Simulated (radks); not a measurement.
Ba+, configuration [Xe] 6s(up 0.75, down 0.25) (fractional occupations, a model configuration).

All-electron calculation, scalar-relativistic Kohn-Sham, r2SCAN, spin-polarised, spherical densities, finite nucleus; meta-GGA in the generalised Kohn-Sham scheme; Fermi nuclear charge, rms radius 4.8378 fm. Program: a radial shooting solver on a logarithmic mesh with Libxc functionals.

Energy parts (eV):
total: -221393.67
kinetic: 233713.22
electron-nucleus: -535339.43
Hartree: 85617.96
exchange-correlation: -5385.42

Orbitals (lengths in bohr, moments of r in powers of bohr; r(max) is where P^2 peaks):
orbital	occ.	eigenvalue (eV)	<r^2>	r(max)
1s up	1	-37326.21	0.0008888	0.01642
1s down	1	-37326.21	0.0008888	0.01642
2s up	1	-5923.190	0.01420	0.09283
2s down	1	-5923.188	0.01420	0.09283
2p up	3	-5308.842	0.01130	0.07464
2p down	3	-5308.840	0.01130	0.07464
3s up	1	-1262.051	0.09703	0.2659
3s down	1	-1262.047	0.09703	0.2659
3p up	3	-1063.906	0.09721	0.2603
3p down	3	-1063.902	0.09721	0.2603
3d up	5	-776.4538	0.08387	0.2154
3d down	5	-776.4492	0.08387	0.2154
4s up	1	-255.0788	0.5128	0.6252
4s down	1	-255.0666	0.5128	0.6252
4p up	3	-190.7979	0.5823	0.6535
4p down	3	-190.7851	0.5822	0.6536
4d up	5	-97.1534	0.7451	0.6950
4d down	5	-97.1354	0.7448	0.6950
5s up	1	-40.4072	3.041	1.476
5s down	1	-40.3712	3.044	1.476
5p up	3	-25.0184	4.146	1.670
5p down	3	-24.9815	4.117	1.671
6s up	0.75	-7.7527	21.68	3.989
6s down	0.25	-6.9717	23.04	4.058

The highest occupied level is 6s down at -6.972 eV. Summed over all electrons, <r^2> = 66.57 bohr^2, which gives a Langevin (diamagnetic) susceptibility term of -52.7 x 10^-6 cm^3/mol. Spin moment in Bohr magnetons: 0.5. The electron density at the nucleus is 3.342e+05 e/bohr^3 (large components only).
